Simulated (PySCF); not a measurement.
PySCF input file for TiF₃, SMILES [F][Ti+]([F])[F], charge +1, multiplicity 1, PBE0/pcSseg-2. Geometry: PBE0-D3(BJ)/def2-SVP. The multiplicity is an assumed one; other spin states were not compared. The isomer is the one that the SMILES or the coordinates give; other isomers of the formula were not compared.

```python
import numpy as np
from pyscf import gto, scf, dft
from pyscf.prop.nmr import rks as nmr

mol = gto.M(
    atom='''
    Ti    0.00000000    0.00000000    0.28188072
    F     1.38211643    0.79796529   -0.22968059
    F    -0.00000000   -1.59593059   -0.22968058
    F    -1.38211643    0.79796528   -0.22968059
    ''',
    basis='pcSseg-2',
    charge=1,
    spin=0,
    max_memory=1600,
    verbose=3,
)
mf = dft.RKS(mol, xc='pbe0').density_fit(auxbasis='def2-universal-jkfit')
mf.grids.level = 3
mf.conv_tol = 1e-10
mf.max_cycle = 100
mf.kernel()
n = nmr.NMR(mf)
n.verbose = 2
n.max_cycle_cphf = 60
sigma = n.kernel()
print('atom   isotropic/ppm   span/ppm')
for i, s in enumerate(sigma):
    w = np.linalg.eigvalsh((s + s.T) / 2)
    print(f'{mol.atom_symbol(i):2s}{i + 1:3d} {w.mean():14.3f} {w[2] - w[0]:11.3f}')
```

Log of the run:

```
converged SCF energy = -1148.52178090118
atom   isotropic/ppm   span/ppm
Ti  1         43.062     359.510
F   2       -475.474    1454.006
F   3       -475.473    1453.995
F   4       -475.474    1454.006
```

The calculation finished and met its thresholds.

Cost: very roughly 60 core-seconds.
